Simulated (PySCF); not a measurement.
AlClFH₃Si, SMILES [F][Al]([SiH3])[Cl].

Geometry: PBE-D3(BJ)/def2-SVP.

The numbers are results of TDDFT-LC-ωPBE/def2-SVPD (PySCF), not measurements.

Vertical excitations. Isolated molecule, no solvent.

```json
[
 {"state": "S1", "energy (eV)": "6.05", "λ (nm)": "205", "f": "0.053", "main pairs": "HOMO→LUMO 97 %"},
 {"state": "S2", "energy (eV)": "7.20", "λ (nm)": "172", "f": "0.232", "main pairs": "HOMO→LUMO+1 63 %, HOMO→LUMO+2 24 %"},
 {"state": "S3", "energy (eV)": "7.47", "λ (nm)": "166", "f": "0.002", "main pairs": "HOMO−1→LUMO 90 %"},
 {"state": "S4", "energy (eV)": "7.49", "λ (nm)": "166", "f": "0.292", "main pairs": "HOMO→LUMO+2 60 %, HOMO→LUMO+1 21 %"},
 {"state": "S5", "energy (eV)": "7.87", "λ (nm)": "157", "f": "0.130", "main pairs": "HOMO−2→LUMO 80 %"},
 {"state": "S6", "energy (eV)": "8.17", "λ (nm)": "152", "f": "0.007", "main pairs": "HOMO−3→LUMO 82 %"},
 {"state": "S7", "energy (eV)": "8.29", "λ (nm)": "150", "f": "0.068", "main pairs": "HOMO−1→LUMO+1 62 %, HOMO−1→LUMO+2 12 %"},
 {"state": "S8", "energy (eV)": "8.30", "λ (nm)": "149", "f": "0.046", "main pairs": "HOMO−2→LUMO+1 72 %"},
 {"state": "S9", "energy (eV)": "8.45", "λ (nm)": "147", "f": "0.048", "main pairs": "HOMO−4→LUMO 73 %, HOMO→LUMO+3 11 %"},
 {"state": "S10", "energy (eV)": "8.66", "λ (nm)": "143", "f": "0.002", "main pairs": "HOMO→LUMO+5 74 %, HOMO−5→LUMO 13 %"},
 {"state": "T1", "energy (eV)": "4.79", "λ (nm)": "259", "f": "0", "main pairs": "HOMO→LUMO 92 %"},
 {"state": "T2", "energy (eV)": "6.08", "λ (nm)": "204", "f": "0", "main pairs": "HOMO→LUMO+1 40 %, HOMO→LUMO+2 38 %, HOMO→LUMO+3 10 %"},
 {"state": "T3", "energy (eV)": "6.21", "λ (nm)": "200", "f": "0", "main pairs": "HOMO→LUMO+2 48 %, HOMO→LUMO+1 29 %, HOMO→LUMO+3 10 %"},
 {"state": "T4", "energy (eV)": "7.18", "λ (nm)": "173", "f": "0", "main pairs": "HOMO−2→LUMO 87 %"}
]
```
Triplets are in the Tamm–Dancoff approximation, which puts them higher than full response would, so one can lie above its singlet here.
